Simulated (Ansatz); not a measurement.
H8MgN2Si2 (`[NH2][Mg][N]([SiH3])[SiH3]`). The species carries charge 0 and has multiplicity 1.

| atom | x (Å) | y (Å) | z (Å) |
| --- | --- | --- | --- |
| N1 | -1.689 | -0.822 | -2.649 |
| Mg2 | -0.714 | -0.347 | -1.118 |
| N3 | 0.288 | 0.141 | 0.452 |
| Si4 | 0.781 | 1.771 | 0.568 |
| Si5 | 0.589 | -1.104 | 1.580 |
| H6 | -1.993 | -0.199 | -3.382 |
| H7 | -2.008 | -1.748 | -2.891 |
| H8 | 2.262 | 1.952 | 0.607 |
| H9 | 0.218 | 2.489 | 1.748 |
| H10 | 0.279 | 2.471 | -0.661 |
| H11 | -0.041 | -2.352 | 1.034 |
| H12 | -0.009 | -0.858 | 2.924 |
| H13 | 2.037 | -1.393 | 1.788 |

Q: What are the harmonic wavenumbers in cm⁻¹ at PBE0-D4/def2-TZVP (Ansatz, finite differences of forces, unscaled)? (Estimate.)

A: The calculation gave: 17i, 36, 89, 108, 109, 113, 127, 184, 285, 404, 532, 638, 684, 707, 724, 748, 898, 935, 935, 960, 964, 967, 1008, 1072, 1557, 2136, 2140, 2185, 2189, 2190, 2202, 3588, 3670.
